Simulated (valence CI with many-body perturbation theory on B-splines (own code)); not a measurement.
**Ga24+: what the settings do**

Calculated by configuration interaction combined with many-body perturbation theory (CI+MBPT): five valence electrons over a frozen Dirac-Fock core [He], a basis of 6 s, 6 p, 5 d, 3 f, 1 g functions for each j, with the one-electron correlation potential Σ1 (screened to all orders), the two-electron term Σ2, the three-electron term Σ3, Breit, model QED; selected single and double excitations, second order for the rest, scaled by the run's own slope (own B-spline code, finite nucleus).

No measured levels were compared; by estimate levels of excited configurations hold to 0.05 to 0.15 % of their energy, terms of the ground configuration to about 0.5 %. Among the levels kept, up to 4000 cm⁻¹ of a level comes from second order outside the variational space, and about a tenth of that is noise between levels of different J, which matters for small intervals.

The reference run has the lowest level 2s2.2p3 4S°_3/2 and an ionisation energy of 2390.20 eV. Its largest variational space holds 12747 state functions.

Names give the largest LS component (configuration and term), which can be under half, so a name can repeat, a term be missing and a line seem to break the LS rules; names also repeat where a configuration has a term twice.

| Level | Reference (cm⁻¹) | Shift (cm⁻¹) |
| --- | --- | --- |
| 2s2.2p3 2D°_3/2 | 208779 | +1382 |
| 2s2.2p3 2D°_5/2 | 282138 | +2253 |
| 2s2.2p3 2P°_1/2 | 390135 | +1909 |
| 2s2.2p3 2P°_3/2 | 561496 | +1686 |
| 2s.2p4 4P_5/2 | 1016960 | +845 |
| 2s.2p4 4P_3/2 | 1163930 | +981 |
| 2s.2p4 4P_1/2 | 1189120 | +1464 |
| 2s.2p4 2D_3/2 | 1413720 | +5766 |
| 2s.2p4 2D_5/2 | 1467320 | +5417 |
| 2s.2p4 2S_1/2 | 1613520 | +6623 |
| 2s.2p4 2P_3/2 | 1680330 | +7898 |
| 2s.2p4 2P_1/2 | 1897910 | +7392 |

The ionisation energy moves by -0.54 eV.

Q: Which of these changes was made?
A. logarithmic knot step 0.27 → 0.2
B. hole-hole ladder in Σ2 on → off; averaging of valence orbitals over low configurations on → off
C. natural orbitals for correlation on → off

A: C. natural orbitals for correlation on → off.
